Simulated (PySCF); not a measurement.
C4H4F6, SMILES FC(CCC(F)(F)F)(F)F, GFN2-xTB optimised geometry.

```
14

F      2.29    -0.89    -1.23
C      1.78     0.35    -1.24
F      2.29     0.98    -0.17
F      2.28     0.97    -2.32
C      0.27     0.36    -1.24
C     -0.27    -0.36     0.00
C     -1.79    -0.36     0.00
F     -2.29     0.88     0.00
F     -2.29    -0.97    -1.08
F     -2.28    -0.98     1.07
H     -0.07    -0.15    -2.15
H     -0.07     1.40    -1.27
H      0.07    -1.40     0.02
H      0.07     0.15     0.91
```

Density from CAM-B3LYP/def2-TZVP in PySCF at that geometry.

Minimum of the electron density along straight lines between bonded atoms, close to the bond critical point (lines longer than 1.1 times the sum of covalent radii, or with two minima, are not listed):

```
bond    length / Å  ρ at the minimum / e bohr⁻³  ∇²ρ there / e bohr⁻⁵  position (fraction from the first atom)
------  ----------  ---------------------------  --------------------  ---------------------------------------
F1–C2        1.341                        0.286                 -0.50                                     0.66
C2–F3        1.340                        0.286                 -0.50                                     0.34
C2–F4        1.337                        0.289                 -0.50                                     0.34
C2–C5        1.518                        0.267                 -0.73                                     0.54
C5–C6        1.529                        0.245                 -0.61                                     0.50
C6–C7        1.518                        0.267                 -0.73                                     0.46
C7–F8        1.340                        0.286                 -0.50                                     0.34
C7–F9        1.340                        0.286                 -0.50                                     0.34
C7–F10       1.337                        0.289                 -0.50                                     0.34
C5–H11       1.092                        0.282                 -0.99                                     0.65
C5–H12       1.092                        0.282                 -0.99                                     0.65
C6–H13       1.092                        0.282                 -0.99                                     0.65
C6–H14       1.092                        0.282                 -0.99                                     0.65
```
